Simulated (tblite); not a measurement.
A geometry optimisation, step by step.

C6H8OSSi.
Numbering: `[CH:1]#[C:2][C:3](=[C:4]=[S:5])[SiH2:6][O:7][CH2:8][CH3:9]` (hydrogens: H10 on C1; H11, H12 on Si6; H13, H14 on C8; H15, H16, H17 on C9)

Computed with GFN2-xTB (tblite), gas phase: L-BFGS steps from a force-field or distance-geometry start until the largest atomic force falls under 0.01 eV/Å. 11 of its 84 geometries are shown.

Step 0: E = -703.9897 eV, largest atomic force 3.012 eV/Å
```
atom  x, y, z in Å  |  force x, y, z in eV/Å
C1      4.370   -0.052   -1.089   -1.724   0.225   0.959
C2      3.322    0.104   -0.480    0.843  -0.285  -0.626
C3      2.110    0.266    0.276    1.388   0.504   0.423
C4      2.169    0.736    1.495    0.301   0.782   2.470
S5      2.249    1.265    3.028   -0.237  -0.962  -2.844
Si6     0.445   -0.137   -0.452   -0.794   0.402   0.831
O7     -0.833    0.494    0.492    1.943  -0.809  -1.472
C8     -1.997    0.212   -0.217   -0.739  -0.298  -0.723
C9     -3.236    0.704    0.496   -0.883   0.843   0.363
H10     5.269   -0.196   -1.627   -0.322   0.078   0.185
H11     0.410   -1.611   -0.495   -0.200   0.144  -0.033
H12     0.411    0.470   -1.782   -0.062  -0.020  -0.058
H13    -2.035   -0.898   -0.379   -0.241   0.779  -0.061
H14    -1.988    0.736   -1.218    0.162  -0.743   0.639
H15    -4.104    0.057    0.251    0.596   0.297   0.446
H16    -3.495    1.713    0.088    0.192  -0.647   0.624
H17    -3.075    0.798    1.603   -0.225  -0.289  -1.121
```

Step 8: E = -704.4838 eV, largest atomic force 0.316 eV/Å
```
atom  x, y, z in Å  |  force x, y, z in eV/Å
C1      4.326   -0.052   -1.073   -0.038  -0.003  -0.001
C2      3.299    0.094   -0.471    0.094   0.042  -0.016
C3      2.161    0.322    0.312   -0.056  -0.007   0.019
C4      2.231    0.744    1.535   -0.049   0.110   0.261
S5      2.216    1.259    3.000   -0.031   0.055   0.142
Si6     0.510   -0.132   -0.452   -0.222  -0.009  -0.022
O7     -0.764    0.445    0.374   -0.168   0.033   0.051
C8     -2.015    0.207   -0.242   -0.129  -0.022  -0.103
C9     -3.240    0.737    0.496    0.043  -0.003   0.100
H10     5.213   -0.187   -1.606    0.112  -0.052  -0.133
H11     0.390   -1.588   -0.504    0.094  -0.159  -0.054
H12     0.428    0.454   -1.784    0.186   0.027  -0.254
H13    -2.114   -0.872   -0.390   -0.043  -0.076   0.055
H14    -1.982    0.662   -1.234   -0.069  -0.016  -0.174
H15    -4.080    0.070    0.305    0.045   0.119  -0.052
H16    -3.500    1.737    0.155    0.063  -0.030   0.099
H17    -3.085    0.764    1.569    0.168  -0.009   0.083
```

Step 17: E = -704.6229 eV, largest atomic force 0.245 eV/Å
```
atom  x, y, z in Å  |  force x, y, z in eV/Å
C1      4.257   -0.053   -1.068   -0.027   0.023   0.027
C2      3.300    0.167   -0.376   -0.091  -0.080   0.013
C3      2.142    0.361    0.399   -0.134   0.071  -0.069
C4      2.164    0.798    1.621    0.001   0.001   0.044
S5      2.146    1.303    3.094   -0.080   0.006  -0.012
Si6     0.552   -0.132   -0.520   -0.098  -0.071  -0.059
O7     -0.803    0.413    0.182    0.040   0.135   0.052
C8     -2.096    0.163   -0.329    0.090  -0.036  -0.040
C9     -3.192    0.764    0.544    0.127  -0.015  -0.018
H10     5.111   -0.221   -1.653    0.006   0.019   0.003
H11     0.498   -1.595   -0.578    0.061  -0.126   0.028
H12     0.675    0.385   -1.882    0.029   0.091  -0.074
H13    -2.247   -0.920   -0.371    0.078  -0.084  -0.007
H14    -2.145    0.537   -1.355   -0.063   0.067  -0.041
H15    -4.109    0.202    0.364    0.084   0.125   0.193
H16    -3.387    1.815    0.339    0.177  -0.048  -0.078
H17    -2.873    0.675    1.579   -0.201  -0.076   0.039
```

Step 25: E = -704.6748 eV, largest atomic force 0.134 eV/Å
```
atom  x, y, z in Å  |  force x, y, z in eV/Å
C1      4.194   -0.038   -1.043   -0.009  -0.008  -0.003
C2      3.250    0.171   -0.332   -0.016   0.027  -0.021
C3      2.080    0.396    0.415   -0.034  -0.044  -0.010
C4      2.086    0.815    1.642   -0.029   0.019   0.023
S5      2.060    1.324    3.115   -0.090   0.007  -0.017
Si6     0.565   -0.153   -0.589   -0.023  -0.021  -0.019
O7     -0.798    0.427    0.052    0.068   0.052   0.103
C8     -2.113    0.131   -0.358    0.090  -0.058  -0.015
C9     -3.129    0.767    0.581    0.085  -0.016  -0.028
H10     5.031   -0.222   -1.645    0.066   0.008   0.012
H11     0.579   -1.624   -0.602   -0.048   0.033  -0.012
H12     0.796    0.376   -1.935   -0.067  -0.013  -0.060
H13    -2.232   -0.956   -0.372   -0.051  -0.084   0.039
H14    -2.250    0.489   -1.384   -0.038   0.030  -0.011
H15    -4.109    0.317    0.442    0.052   0.021  -0.081
H16    -3.198    1.834    0.393    0.021   0.022   0.078
H17    -2.820    0.605    1.610    0.023   0.024   0.023
```

Step 33: E = -704.7062 eV, largest atomic force 0.191 eV/Å
```
atom  x, y, z in Å  |  force x, y, z in eV/Å
C1      4.158   -0.034   -1.029    0.066   0.019   0.014
C2      3.219    0.193   -0.318    0.065  -0.012   0.033
C3      2.038    0.393    0.407   -0.100   0.037  -0.065
C4      1.984    0.827    1.627   -0.009   0.020   0.031
S5      1.878    1.343    3.093   -0.086   0.004  -0.005
Si6     0.573   -0.161   -0.656   -0.048  -0.138  -0.063
O7     -0.767    0.430    0.013    0.065  -0.008  -0.008
C8     -2.083    0.103   -0.344    0.007   0.037  -0.030
C9     -3.042    0.780    0.612   -0.059  -0.018   0.083
H10     5.019   -0.198   -1.595    0.161  -0.024  -0.100
H11     0.564   -1.634   -0.646    0.000   0.065  -0.050
H12     0.775    0.344   -2.022   -0.021  -0.033   0.089
H13    -2.207   -0.986   -0.329    0.003   0.032   0.097
H14    -2.288    0.436   -1.365    0.102   0.036  -0.128
H15    -4.045    0.419    0.418   -0.162   0.032   0.032
H16    -3.014    1.859    0.491    0.023  -0.004  -0.037
H17    -2.765    0.545    1.633   -0.007  -0.046   0.108
```

Step 42: E = -704.7410 eV, largest atomic force 0.124 eV/Å
```
atom  x, y, z in Å  |  force x, y, z in eV/Å
C1      4.215   -0.008   -0.999    0.032   0.007  -0.002
C2      3.245    0.202   -0.322    0.022   0.005  -0.020
C3      2.032    0.392    0.347   -0.086  -0.055  -0.066
C4      1.878    0.831    1.558    0.057   0.036   0.081
S5      1.617    1.347    3.004   -0.056   0.000  -0.044
Si6     0.569   -0.197   -0.702   -0.088  -0.071  -0.050
O7     -0.724    0.424    0.035    0.006  -0.098   0.044
C8     -2.048    0.100   -0.303   -0.026   0.009  -0.005
C9     -3.004    0.796    0.649    0.047   0.006   0.026
H10     5.088   -0.170   -1.549    0.121  -0.005  -0.028
H11     0.517   -1.670   -0.729    0.058   0.099   0.025
H12     0.688    0.302   -2.078    0.060   0.005   0.053
H13    -2.174   -0.987   -0.244   -0.036   0.028  -0.020
H14    -2.221    0.404   -1.340   -0.114   0.014  -0.023
H15    -4.035    0.540    0.413    0.092   0.016  -0.003
H16    -2.873    1.873    0.589   -0.027   0.001  -0.031
H17    -2.775    0.482    1.663   -0.061   0.004   0.063
```

Step 50: E = -704.7654 eV, largest atomic force 0.151 eV/Å
```
atom  x, y, z in Å  |  force x, y, z in eV/Å
C1      4.288    0.023   -0.968    0.025  -0.034  -0.053
C2      3.274    0.203   -0.353    0.011  -0.008   0.040
C3      2.049    0.371    0.295   -0.099  -0.013  -0.083
C4      1.829    0.831    1.486    0.020   0.011   0.049
S5      1.384    1.348    2.883   -0.030   0.066   0.132
Si6     0.574   -0.230   -0.734   -0.079  -0.099  -0.080
O7     -0.719    0.349    0.034    0.012   0.031  -0.045
C8     -2.065    0.089   -0.272   -0.006  -0.037   0.023
C9     -2.975    0.820    0.702    0.036  -0.021  -0.047
H10     5.175   -0.141   -1.496    0.127   0.021  -0.020
H11     0.562   -1.698   -0.778    0.026   0.017   0.020
H12     0.717    0.288   -2.097   -0.024   0.036   0.003
H13    -2.230   -0.992   -0.212   -0.066  -0.033  -0.014
H14    -2.274    0.401   -1.303    0.038   0.027   0.057
H15    -4.011    0.648    0.422   -0.035  -0.019   0.034
H16    -2.775    1.887    0.666    0.031   0.017   0.033
H17    -2.811    0.461    1.715    0.014   0.039  -0.048
```

Step 58: E = -704.7732 eV, largest atomic force 0.094 eV/Å
```
atom  x, y, z in Å  |  force x, y, z in eV/Å
C1      4.289    0.021   -0.964    0.019   0.023   0.038
C2      3.279    0.205   -0.340   -0.017  -0.016  -0.028
C3      2.035    0.367    0.280   -0.016   0.006   0.024
C4      1.792    0.832    1.467   -0.018   0.039   0.084
S5      1.316    1.363    2.853    0.036  -0.017  -0.070
Si6     0.575   -0.252   -0.766   -0.031  -0.037  -0.008
O7     -0.723    0.314    0.001    0.019   0.011   0.029
C8     -2.078    0.076   -0.274   -0.016   0.001   0.027
C9     -2.951    0.826    0.719   -0.012   0.048   0.038
H10     5.205   -0.110   -1.456    0.014   0.002   0.004
H11     0.595   -1.718   -0.795    0.005  -0.003  -0.026
H12     0.722    0.293   -2.117   -0.027  -0.004  -0.022
H13    -2.270   -1.000   -0.205   -0.018  -0.024  -0.050
H14    -2.300    0.401   -1.297    0.000  -0.015   0.001
H15    -3.999    0.702    0.454    0.033  -0.017   0.024
H16    -2.706    1.885    0.702    0.012   0.023  -0.026
H17    -2.789    0.456    1.728    0.017  -0.021  -0.039
```

Step 66: E = -704.7824 eV, largest atomic force 0.062 eV/Å
```
atom  x, y, z in Å  |  force x, y, z in eV/Å
C1      4.332    0.051   -0.896    0.010   0.020   0.002
C2      3.273    0.191   -0.347   -0.021   0.005  -0.004
C3      2.010    0.337    0.242    0.000   0.026   0.022
C4      1.760    0.835    1.415   -0.036  -0.021  -0.046
S5      1.266    1.399    2.779    0.011   0.027   0.051
Si6     0.552   -0.297   -0.799    0.034  -0.023  -0.006
O7     -0.734    0.223    0.019   -0.002  -0.048  -0.005
C8     -2.097    0.063   -0.270   -0.007   0.012  -0.007
C9     -2.914    0.845    0.745   -0.012   0.019  -0.002
H10     5.271   -0.043   -1.350    0.010  -0.021  -0.001
H11     0.631   -1.760   -0.862   -0.026   0.003  -0.032
H12     0.623    0.287   -2.141    0.015  -0.012  -0.010
H13    -2.357   -1.001   -0.236    0.031  -0.023   0.036
H14    -2.296    0.417   -1.288   -0.010   0.049   0.002
H15    -3.974    0.756    0.520    0.027  -0.010   0.020
H16    -2.630    1.895    0.717   -0.007  -0.022   0.002
H17    -2.723    0.463    1.745   -0.017   0.018  -0.023
```

Step 75: E = -704.7854 eV, largest atomic force 0.031 eV/Å
```
atom  x, y, z in Å  |  force x, y, z in eV/Å
C1      4.336    0.074   -0.865   -0.007  -0.008  -0.001
C2      3.262    0.199   -0.340   -0.009   0.006   0.016
C3      1.990    0.336    0.232   -0.007   0.001  -0.009
C4      1.725    0.841    1.399    0.007  -0.003  -0.023
S5      1.245    1.423    2.761    0.001   0.001   0.002
Si6     0.553   -0.321   -0.827   -0.008  -0.014  -0.004
O7     -0.734    0.173    0.003   -0.001   0.011   0.016
C8     -2.104    0.056   -0.270   -0.021   0.007   0.006
C9     -2.888    0.851    0.760   -0.017   0.022   0.006
H10     5.282   -0.031   -1.304   -0.001   0.002   0.005
H11     0.638   -1.783   -0.915    0.001   0.005  -0.008
H12     0.616    0.273   -2.164    0.019   0.003  -0.004
H13    -2.390   -1.002   -0.237    0.010  -0.029   0.003
H14    -2.309    0.428   -1.280    0.013   0.009  -0.010
H15    -3.953    0.786    0.554    0.012  -0.019   0.001
H16    -2.584    1.894    0.729    0.008   0.002   0.005
H17    -2.691    0.464    1.756    0.001   0.004  -0.001
```

Step 83: E = -704.7858 eV, largest atomic force 0.009 eV/Å
```
atom  x, y, z in Å  |  force x, y, z in eV/Å
C1      4.333    0.072   -0.864    0.004  -0.003   0.000
C2      3.260    0.201   -0.339   -0.004  -0.003  -0.001
C3      1.986    0.337    0.229    0.001  -0.002   0.002
C4      1.723    0.843    1.396   -0.002   0.000  -0.001
S5      1.248    1.424    2.760   -0.002   0.005   0.003
Si6     0.551   -0.322   -0.828    0.001  -0.003  -0.004
O7     -0.733    0.173    0.005    0.004   0.005   0.002
C8     -2.103    0.056   -0.269    0.000   0.003   0.003
C9     -2.888    0.852    0.761   -0.002   0.000   0.002
H10     5.280   -0.031   -1.300    0.003  -0.001   0.001
H11     0.633   -1.783   -0.922   -0.001  -0.001  -0.001
H12     0.622    0.272   -2.166    0.002   0.007  -0.003
H13    -2.386   -1.003   -0.236    0.000   0.001   0.001
H14    -2.305    0.429   -1.279   -0.005  -0.002   0.002
H15    -3.952    0.780    0.554    0.001   0.002   0.001
H16    -2.586    1.895    0.729   -0.006  -0.003  -0.006
H17    -2.690    0.467    1.758    0.006  -0.005  -0.001
```

Q: Summarise the path.

A: The energy falls by 18.36 kcal/mol from step 0 to step 83; nine tenths of that is first reached at step 33. It falls at every step. The largest force goes from 3.012 to 0.009 eV/Å. Among the bonds Si6–O7 changes most, from 1.710 to 1.609 Å; the atoms move by 0.563 Å rms after alignment.

The cost below is that of the whole relaxation. Hardware: one thread of an Arm Neoverse V1, shared host with 32 logical CPUs at a one-minute load of 12. Cost: 0.77 s.
